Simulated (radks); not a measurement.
Neutral silver inside a hard spherical wall (all orbitals vanish at R), configuration held at [Kr] 4d10 5s1 and not refilled when levels cross. All-electron calculation, scalar-relativistic Kohn-Sham, LDA (Slater exchange, VWN5 correlation), spin-polarised, spherical densities, point nucleus; open shells are filled with parallel spins first (spin-orbit coupling, left out, can overturn this in heavy ions). Program: a radial shooting solver on a logarithmic mesh with Libxc functionals. Eigenvalues in eV for spin up, with the zero of energy where the potential of the charges vanishes at infinity; a dash marks a level that is unbound or too diffuse for the functional's potential to be trusted. A positive occupied level is held by the wall or, in an anion where self-interaction has pushed it up, behind a barrier. The pressure on the wall is -dE/dV.

R (bohr)  E (hartree)  kinetic (hartree)    e(4s)    e(4p)   e(4d)   e(5s)  e(5p, empty)  e(6s, empty)  pressure (GPa)
free      -5311.15997           5516.250  -95.041  -58.640  -7.716  -4.988        -1.032             -               0
15        -5311.15997           5516.250  -95.041  -58.640  -7.716  -4.988        -1.025         0.448        < 0.0001
8         -5311.15811           5516.266  -94.929  -58.529  -7.609  -4.869        -0.521         4.297          0.0801
6         -5311.13998           5516.377  -94.358  -57.962  -7.079  -4.148         1.043        11.592            1.58
5         -5311.09010           5516.636  -93.325  -56.946  -6.139  -2.703         3.487        21.110            8.49
4         -5310.88508           5517.579  -90.461  -54.166  -3.531   1.712         9.931        42.898            58.6
3         -5309.81125           5522.004  -81.646  -45.724   4.955  18.212        31.323        103.91             616
2.5       -5307.70650           5530.248  -70.894  -35.308  16.423  43.463        61.647        179.39            2620
2         -5300.73456           5556.361  -47.825  -11.786  43.865  109.55        135.85        344.95           14800
1.5       -5271.34346           5654.163   16.894   58.104  124.98  315.08        352.10        780.83          123000
